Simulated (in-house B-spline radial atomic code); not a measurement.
Configurations of the germanium ion Ge⁴⁺, with energies counted from [Ar] 3d10. Level of theory: scalar-relativistic (X2C) SCAN, spin-polarised, spherical fractional occupations, Fermi nucleus of rms radius 4.0742 fm; calculated with an all-electron radial atomic-structure program (B-spline basis). Shells without spins written out take the highest spin.

Occupations are held fixed; configurations that lie above the ionisation limit could autoionise.

```tsv
configuration	E - E(ref) (eV)	highest orbital	its <r> (bohr)
[Ar] 3d9 4s1	28.901	4s up	1.707
[Ar] 3d(4 up, 5 down) 4s(1 up, 0 down)	29.254	4s up	1.716
[Ar] 3d9 4d1	58.008	4d up	2.527
[Ar] 3d9 4f1	69.669	4f up	3.486
[Ne] 3s2 3p5 3d10 4s1	118.77	4s up	1.704
```

**Question.** Order these further configurations by energy, lowest first.
A. [Ar] 3d9 4p1
B. [Ne] 3s2 3p(2 up, 3 down) 3d10 4p(0 up, 1 down)
C. [Ne] 3s2 3p(2 up, 3 down) 3d10 4s(1 up, 0 down)
D. [Ne] 3s2 3p5 3d10 4f1
E. [Ne] 3s2 3p(2 up, 3 down) 3d10 4f(1 up, 0 down)

**Answer.** A (41.238 eV), C (118.89 eV), B (131.13 eV), E (159.64 eV), D (159.65 eV).

**Question.** How far above the reference does [Ne] 3s2 3p5 3d10 4d1 lie?

**Answer.** 147.96 eV; its least bound orbital is 4d up with <r> = 2.524 bohr.
